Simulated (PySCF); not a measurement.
HO$_{2}$, doublet, geometry from GFN2-xTB. Base run: R2SCAN/def2-SVP run with PySCF.

PySCF was given this input:
```python
from pyscf import gto, scf, dft

mol = gto.M(
    atom='''
O     0.067350    0.705452   -0.040791
O     0.028328   -0.596001   -0.020358
H    -0.765423   -0.875604    0.489191
''',
    basis='def2-svp',
    charge=0,
    spin=1,
    verbose=4,
)

mf = dft.UKS(mol)
mf.xc = 'r2scan'
mf.kernel()
```

Variants of this job, named by their change:

| change | ΔE vs base (mEh) | SCF cycles | <S^2> | outcome |
|---|---|---|---|---|
| base | 0.000 | 10 | 0.753 | converged |
| diis_space = 12 | 0.000 | 10 | 0.753 | converged |
| diis_space = 20 | 0.000 | 10 | 0.753 | converged |
| conv_tol = 1e-4 | 0.007 | 6 | 0.753 | converged |
| init_guess = 1e | 0.000 | 14 | 0.753 | converged |
| level_shift = 0.5 (with mf.max_cycle = 100) | 0.000 | 21 | 0.753 | converged |
| init_guess = atom | 0.000 | 10 | 0.753 | converged |
| DIIS = EDIIS | - | 50 | - | not converged |
| diis = off; damp = 0.6 (with mf.diis_start_cycle = 200; with mf.max_cycle = 150) | 0.000 | 24 | 0.753 | converged |
| init_guess = sap | 0.000 | 12 | 0.753 | converged |
| diis_space = 4 | 0.000 | 12 | 0.753 | converged |
| solver = newton | 0.000 | - | 0.753 | converged |
| solver = newton; init_guess = 1e | 0.000 | - | 0.753 | converged |

Open shells are given as the SCF converged; they aren't shown to be the lowest states, and a large step between rows can be another state.
